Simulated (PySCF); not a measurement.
Relaxation of doublet SnH3

Method: UPBE0/[Sn def2-TZVP with ECP28, H def2-TZVP], scalar-relativistic core potentials, density fitting, no spin–orbit coupling, PySCF. A (50,194) grid was used.

A hand-made trigonal planar start, of D3h symmetry, held to at least that symmetry:

```xyz
4
charge 0 multiplicity 2, angstrom
Sn    0.0000    0.0000    0.0000
H     1.7200    0.0000    0.0000
H    -0.8600    1.4896    0.0000
H    -0.8600   -1.4896    0.0000
```

Optimiser trace:
| step | E − E(last) (kJ/mol) | largest gradient (Eh/bohr) |
| --- | --- | --- |
| 0 | 2.81 | 0.00991 |
| 1 | 0.36 | 0.00365 |
| 2 | 0.00 | 0.00031 |
| 3 | 0.00 | 0.00001 |

It ends at D3h with Sn–H 1.683 Å (×3); H–Sn–H 120.0° (×3). A frequency run shows 1 imaginary mode, down to 685i cm⁻¹, so it is a saddle point.

Final geometry:
Coordinates in bohr (charge 0 multiplicity 2):
```
Sn    0.0000    0.0000    0.0000
H     3.1804    0.0000    0.0000
H    -1.5902    2.7543    0.0000
H    -1.5902   -2.7543    0.0000
```

Spin–orbit coupling, left out here, can matter for elements this heavy.

The relaxation took of the order of 11 core-seconds on a shared host.
